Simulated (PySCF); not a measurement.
Compound: C5H9O2S (doublet state).
Structure used (GFN2-xTB), in Å, numbered top down from 1:
```
atom  x, y, z in Å
C1     2.1765    0.0942   -0.5300
C2     0.9228   -0.2596    0.2267
C3    -0.0112   -1.1679   -0.3727
C4    -1.3672   -1.1123    0.2456
C5    -1.8207    0.3498    0.2018
S6    -0.2305    1.2863    0.3563
O7    -0.0800    2.1364   -0.7950
O8    -0.1416    1.9059    1.6539
H9     2.7122    0.8880   -0.0155
H10    2.8296   -0.7726   -0.6159
H11    1.9186    0.4458   -1.5261
H12    1.0966   -0.4293    1.2909
H13    0.0890   -1.4414   -1.4095
H14   -2.0751   -1.7580   -0.2740
H15   -1.3113   -1.4279    1.2921
H16   -2.4697    0.6446    1.0184
H17   -2.2449    0.6301   -0.7568
```

The hyperfine couplings belong to this conformer and change with its torsions.

As a line formula: `C[C@@H]1[CH]CCS1(=O)=O` [radical].

Computed, not measured: UKS B3LYP, pcH-1 on C H O S, non-relativistic, mean-field spin-orbit, GIAO in PySCF. Geometry: GFN2-xTB, one conformer, isolated molecule. The geometry wasn't refined by DFT: couplings that depend on bond lengths, twists or pyramidal angles can differ widely from those at the functional's own minimum. No stability test was run, so a lower SCF solution isn't excluded.

**Question.** Give the principal g shifts and their parts.

**Answer.** 
```
                    Δg (ppm)      1     2     3
relativistic mass correction   -174  -174  -174
            gauge correction     11     5    17
   orbital Zeeman/spin–orbit  -1203   365  1738
                       total  -1366   196  1581
```

So g = 2.00095, 2.00252, 2.00390 and g_iso = 2.00246; the tensor is rhombic: the two nearest values differ by 47 % of g3 − g1. 

**Question.** Average each term over the three axes. Which is largest in size?

**Answer.** The orbital-Zeeman/spin–orbit term 300, the mass correction -174 and the gauge correction 11 ppm, for a total of 137 ppm. The orbital-Zeeman/spin–orbit term is the largest in size. The mass correction is the same along every axis, so the anisotropy comes from the other two: their spans along these axes are 12 (gauge) and 2940 ppm (orbital Zeeman/spin–orbit).

**Question.** What are the electron Larmor frequencies g μB B/h along the three axes at 3350 mT?

**Answer.** 93.8195, 93.8928, 93.9577 GHz for g1, g2 and g3, a range of 138.2 MHz.

**Question.** In a frozen sample, at which fields do the three g values resonate at 9.5, 34, 94 and 263 GHz (hyperfine left aside), and which band first spreads them over more than twice a line width of 0.3 mT?

**Answer.** 
```tsv
band	GHz	B(g3) mT	B(g2) mT	B(g1) mT	spread mT
X	9.5	338.72	338.95	339.22	0.50
Q	34.0	1212.25	1213.09	1214.03	1.79
W	94.0	3351.51	3353.83	3356.44	4.94
J	263.0	9377.09	9383.58	9390.90	13.81
```

The spread grows in proportion to the frequency. Q band is the first where it exceeds 0.6 mT.

Largest spin populations (Mulliken): C3 (+0.94), C2 (-0.10), C4 (-0.07) and C5 (+0.06). C3 is the only atom above +0.15. The positive populations add up to 1.21 and the negative ones to -0.21, together 2S = 1. The angles at C3 add up to 353.0°, so it is slightly pyramidal.

The HOMO–LUMO gaps are 6.73 eV among the α and 5.11 eV among the β orbitals.
